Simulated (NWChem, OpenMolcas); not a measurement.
# Exact exchange and the HOMO–LUMO gap of CHClInNO

CHClInNO has 6 atoms, charge 0, and is taken as a singlet. As SMILES, `O=C=[N][InH][Cl]`. The coordinates come from a PBE0-D4/def2-TZVP relaxation. This is one conformer, not always the lowest.

The HOMO–LUMO gap y, in eV, basis def2-SVP with a core potential; a is the functional's share of exact exchange. Programs: NWChem 7.3.0, OpenMolcas 26.06.

| functional | program | a | y (eV) |
| --- | --- | --- | --- |
| BLYP | OpenMolcas | 0 | 4.27 |
| revPBE | OpenMolcas | 0 | 4.45 |
| B3LYP | OpenMolcas | 0.2 | ? |
| PBE0 | NWChem | 0.25 | 6.48 |
| BHLYP | OpenMolcas | 0.5 | 8.37 |

Task: Fit y = c + s·a to the known rows and predict B3LYP.

Result: 
1. Means of the 4 rows: a = 0.1875, y = 5.893.
2. Σ(Δa)² = 0.17188, Σ(Δa·Δy) = 1.3856, so the slope is 1.3856/0.17188 = 8.0614.
3. Intercept: 5.893 − (8.0614) × 0.1875 = 4.381. The largest residual of the fit is 0.11.
4. B3LYP: 4.381 + (8.0614) × 0.2 = 5.99 eV.

The run gave 5.92 eV, so the prediction is off by +0.07 eV, within the largest residual. Exact exchange lowers occupied levels and raises empty ones. The rows mix families of semi-local functionals, which the line can't see.
